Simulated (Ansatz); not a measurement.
Frontier orbitals of CH3NOSn.

```xyz
7

O    -0.885   -1.975    1.844
C    -0.376   -1.096    1.303
N     0.097   -0.196    0.628
Sn   -0.433    0.346   -1.761
H     0.782    0.450    0.990
H    -0.521    2.002   -1.122
H     1.336    0.469   -1.882
```

Total charge 0; spin multiplicity 1. Correlated methods include outer-core shells of Sn, which these sets cover unevenly. Sn: def2 effective core potential. The bonds changed during the relaxation, so this is another structure than the one it started from. All single points use the PBE0-D4/def2-TZVP geometry. Basis def2-TZVPP, Ansatz.

| functional | HOMO (eV) | LUMO (eV) | gap (eV) |
| --- | --- | --- | --- |
| PBE | -5.14 | -2.75 | 2.39 |
| B97M-V | -5.28 | -2.46 | 2.82 |
| PBE0 | -6.07 | -1.87 | 4.20 |
| B3LYP | -5.94 | -2.11 | 3.83 |
| BHLYP | -6.92 | -0.97 | 5.95 |
| LC-ωPBE | -8.47 | 0.26 | 8.73 |
| ωB97X-V | -8.20 | 0.17 | 8.37 |
| ωB97M-V | -8.12 | -0.01 | 8.11 |

A quarter of exact exchange (PBE0) shifts PBE's HOMO by −0.93 eV and its LUMO by +0.89 eV; full exchange at long range (ωB97M-V) shifts them by −2.98 and +2.74 eV. The gap opens from 2.38 to 8.11 eV, since occupied levels lose self-interaction and empty ones feel all the electrons.

B3LYP here is the variant with VWN-RPA as its local correlation; programs differ in this. LC-ωPBE has ω = 0.4 bohr⁻¹.
